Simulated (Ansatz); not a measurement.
Basis sets compared for VBr2(PH3)2 (VP2H6Br2). The state is a quartet with charge 0. Geometry r2SCAN-D4/def2-SVP. Ansatz on 4 threads of Intel Xeon 6975P-C on a shared host; times are rough, and most runs start from earlier orbitals.

```xyz
11

V     0.183    0.633   -1.153
Br    2.135    1.580    0.013
Br   -0.914    0.565   -3.285
P    -1.134    1.195    0.843
H    -2.501    0.847    1.043
H    -1.247    2.581    1.136
H    -0.639    0.775    2.108
P     0.841   -1.584   -0.348
H     1.140   -1.745    1.032
H     2.067   -2.079   -0.867
H     0.069   -2.768   -0.523
```

Binding counts from free atoms (V quartet, Br doublet, P quartet, H doublet) in the same basis, without a counterpoise term.

| level | functions | energy (Eh) | HOMO (eV) | LUMO (eV) | binding per atom (eV) | wall time |
| --- | --- | --- | --- | --- | --- | --- |
| PBE-D4/def2-SVP | 161 | -6776.4601 | -3.95 | -2.98 | – | 2 s |
| PBE-D4/def2-TZVP | 251 | -6777.4591 | -4.27 | -3.32 | – | 3.4 s |
| r2SCAN-D4/def2-TZVP | 251 | -6778.6751 | -4.69 | -2.98 | – | 8 s |
| PBE0-D4/def2-SVP | 161 | -6776.7301 | -5.70 | -1.61 | 2.80 | 4.3 s |
| PBE0-D4/def2-TZVP (with forces) | 251 | -6777.7204 | -5.92 | -2.00 | – | 11 s |

Question: Estimate the rows for PBE-D4/def2-TZVPD, r2SCAN-D4/def2-TZVPD, PBE0-D4/def2-TZVPD.

Answer: 
```tsv
level	functions	energy (Eh)	HOMO (eV)	LUMO (eV)	binding per atom (eV)	wall time
PBE-D4/def2-TZVPD	302	-6777.4620	-4.32	-3.37	–	5.5 s
r2SCAN-D4/def2-TZVPD	302	-6778.6773	-4.72	-3.01	–	11 s
PBE0-D4/def2-TZVPD	302	-6777.7227	-5.95	-2.03	–	22 s
```
